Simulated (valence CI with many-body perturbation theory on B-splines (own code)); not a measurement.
Results of a calculation; reference values are marked as such.
# Energy levels of Tm⁵⁶⁺

Method: valence CI with perturbative core correlation (CI+MBPT): three valence electrons over a frozen Dirac-Fock core [Ne], radial functions for each j: 11 s, 11 p, 10 d, 8 f, 5 g, 2 h, with the one-electron correlation potential Σ1 (screened to all orders), the two-electron term Σ2, the three-electron term Σ3, Breit, model QED; selected single and double excitations, second order for the rest, scaled by the run's own slope (own B-spline code, finite nucleus).

The last digits are not significant, and no measured levels were compared; by estimate large intervals hold to a few tenths of a per cent, small ones and those within an open d or f shell to about a per cent.

Levels 91 to 135 of 157, with energies above the lowest level, (3s^2 3p1/2) J=1/2. "Leading %" is the weight of the configuration and term that name the level; weights of strongly mixed levels are sums over their largest components and can fall short. In the jj column 3d3/2^4 stands for four electrons in 3d with j = 3/2.

```
No.  Configuration  Term     J  E (eV)  Leading %      g                Leading jj  Second component
 91         3p2 3d    2F   7/2  1333.2         52  1.231      3p3/2^2 3d5/2 (97 %)    37 % 3p2 3d 4D
 92         3p 3d2   4D°   7/2  1336.8         33  1.201      3p1/2 3d5/2^2 (96 %)   20 % 3p 3d2 2F°
 93         3p 3d2   4G°   9/2  1340.1         30  1.109      3p1/2 3d5/2^2 (97 %)   25 % 3p 3d2 2H°
 94         3p2 3d    2P   1/2  1346.2         52  1.295      3p3/2^2 3d5/2 (95 %)    31 % 3p2 3d 2S
 95         3p 3d2   2P°   3/2  1346.4         29  1.334      3p1/2 3d5/2^2 (99 %)   24 % 3p 3d2 4P°
 96         3p 3d2   2F°   5/2  1348.3         39  1.094      3p1/2 3d5/2^2 (98 %)   22 % 3p 3d2 4D°
 97         3p2 3d    2D   5/2  1360.6         76  1.198      3p3/2^2 3d5/2 (99 %)    16 % 3p2 3d 4D
 98         3p2 3d    2P   3/2  1372.5         45  1.186      3p3/2^2 3d5/2 (94 %)    27 % 3p2 3d 2D
 99         3p 3d2   2P°   1/2  1373.7         73  0.651      3p1/2 3d5/2^2 (96 %)   19 % 3p 3d2 4D°
100         3p2 3d    2D   5/2  1374.9         52  1.154      3p3/2^2 3d5/2 (94 %)    19 % 3p2 3d 2F
101         3p 3d2   4F°   3/2  1474.6         31  0.870      3p3/2 3d3/2^2 (98 %)   24 % 3p 3d2 4D°
102         3p 3d2   4F°   5/2  1481.0         38  0.980      3p3/2 3d3/2^2 (93 %)   20 % 3p 3d2 2F°
103         3p 3d2   4D°   1/2  1482.4         74  0.224      3p3/2 3d3/2^2 (98 %)   21 % 3p 3d2 2P°
104         3p 3d2   2G°   7/2  1482.9         33  1.051      3p3/2 3d3/2^2 (94 %)   25 % 3p 3d2 2F°
105         3p 3d2   2P°   3/2  1504.7         26  1.394      3p3/2 3d3/2^2 (88 %)   22 % 3p 3d2 4D°
106         3p 3d2   4G°   9/2  1518.6         54  1.174  3p3/2 3d3/2 3d5/2 (99 %)   22 % 3p 3d2 4F°
107         3p 3d2   2F°   7/2  1523.3         32  1.190  3p3/2 3d3/2 3d5/2 (99 %)   31 % 3p 3d2 4F°
108         3p 3d2   4G°  11/2  1531.2         51  1.173  3p3/2 3d3/2 3d5/2 (89 %)   49 % 3p 3d2 2H°
109         3p 3d2   4P°   5/2  1534.0         45  1.421  3p3/2 3d3/2 3d5/2 (98 %)   38 % 3p 3d2 4D°
110         3p 3d2   2S°   1/2  1535.2         45  1.741  3p3/2 3d3/2 3d5/2 (99 %)   29 % 3p 3d2 4P°
111         3p 3d2   4D°   3/2  1536.7         44  1.186  3p3/2 3d3/2 3d5/2 (95 %)   29 % 3p 3d2 2D°
112         3p 3d2   2F°   5/2  1537.0         47  1.056  3p3/2 3d3/2 3d5/2 (98 %)   40 % 3p 3d2 4D°
113         3p 3d2   2G°   7/2  1541.2         34  1.142  3p3/2 3d3/2 3d5/2 (97 %)   32 % 3p 3d2 4D°
114         3p 3d2   2G°   7/2  1552.2         38  1.124  3p3/2 3d3/2 3d5/2 (89 %)   22 % 3p 3d2 4D°
115         3p 3d2   2D°   5/2  1555.7         58  1.186  3p3/2 3d3/2 3d5/2 (89 %)   14 % 3p 3d2 2F°
116         3p 3d2   2P°   3/2  1558.0         41  1.123  3p3/2 3d3/2 3d5/2 (94 %)   19 % 3p 3d2 2D°
117         3p 3d2   2G°   9/2  1558.9         76  1.066  3p3/2 3d3/2 3d5/2 (96 %)   19 % 3p 3d2 2H°
118         3p 3d2   2D°   3/2  1567.9         54  1.128  3p3/2 3d3/2 3d5/2 (92 %)   17 % 3p 3d2 4S°
119         3p 3d2   2F°   5/2  1571.0         55  1.006  3p3/2 3d3/2 3d5/2 (89 %)   28 % 3p 3d2 2D°
120         3p 3d2   2P°   1/2  1576.2         78  0.718  3p3/2 3d3/2 3d5/2 (88 %)    7 % 3p 3d2 4P°
121         3p 3d2   2H°  11/2  1579.2         51  1.169      3p3/2 3d5/2^2 (89 %)   49 % 3p 3d2 4G°
122         3p 3d2   2D°   5/2  1589.7         38  1.169      3p3/2 3d5/2^2 (85 %)   26 % 3p 3d2 2F°
123         3p 3d2   2F°   7/2  1590.5         51  1.214      3p3/2 3d5/2^2 (95 %)   34 % 3p 3d2 4D°
124         3p 3d2   4F°   9/2  1593.0         52  1.209      3p3/2 3d5/2^2 (96 %)   44 % 3p 3d2 2G°
125         3p 3d2   2P°   1/2  1609.0         74  0.838      3p3/2 3d5/2^2 (89 %)   15 % 3p 3d2 2S°
126         3p 3d2   2F°   7/2  1622.2         55  1.134      3p3/2 3d5/2^2 (95 %)   16 % 3p 3d2 4D°
127         3p 3d2   2P°   3/2  1624.1         72  1.287      3p3/2 3d5/2^2 (98 %)    9 % 3p 3d2 2D°
128         3p 3d2   2D°   5/2  1624.8         62  1.154      3p3/2 3d5/2^2 (97 %)   16 % 3p 3d2 2F°
129         3p 3d2   2P°   3/2  1640.1         54  1.239      3p3/2 3d5/2^2 (93 %)   21 % 3p 3d2 2D°
130            3d3    4F   3/2  1682.2         48  0.692            3d3/2^3 (97 %)       37 % 3d3 2D
131            3d3    4F   5/2  1731.5         84  1.048      3d3/2^2 3d5/2 (98 %)       15 % 3d3 2D
132            3d3    4P   3/2  1738.9         39  1.188      3d3/2^2 3d5/2 (98 %)       30 % 3d3 4F
133            3d3    2H   9/2  1740.5         46  1.036      3d3/2^2 3d5/2 (99 %)       41 % 3d3 2G
134            3d3    2G   7/2  1741.1         49  1.041      3d3/2^2 3d5/2 (96 %)       35 % 3d3 4F
135            3d3    4P   1/2  1744.7         59  1.840      3d3/2^2 3d5/2 (99 %)       41 % 3d3 2P
```
